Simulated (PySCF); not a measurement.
All values below come from B3LYP-D3(BJ)/def2-TZVP // BP86-D3(BJ)/def2-SVP (PySCF). Isolated molecules, 0 K electronic values unless said otherwise. B3LYP has the VWN-RPA correlation part, as in Gaussian. 

Reference species: [Zn(Cl)2] (neutral, multiplicity 1).

The charge on the central atom (Mulliken) is 0.60 e, the HOMO–LUMO gap is 6.75 eV and the mean distance from the central atom to its bonded neighbours is 2.102 Å. The charge on the central atom (meta-Löwdin) is 1.23 e.

Changed species: [Zn(H)2] (2 of 2 Cl replaced by H; the reference has 0 of 2 Cl replaced by H).

Question: Predict the effect on the charge on the central atom (Mulliken), HOMO–LUMO gap, mean distance from the central atom to its bonded neighbours and charge on the central atom (meta-Löwdin).

Answer: the charge on the central atom (Mulliken) decreases by 0.46 e, to 0.14 e; the HOMO–LUMO gap goes up by 0.13 eV, to 6.88 eV; the mean distance from the central atom to its bonded neighbours drops by 0.553 Å, to 1.549 Å; the charge on the central atom (meta-Löwdin) falls by 0.36 e, to 0.87 e.
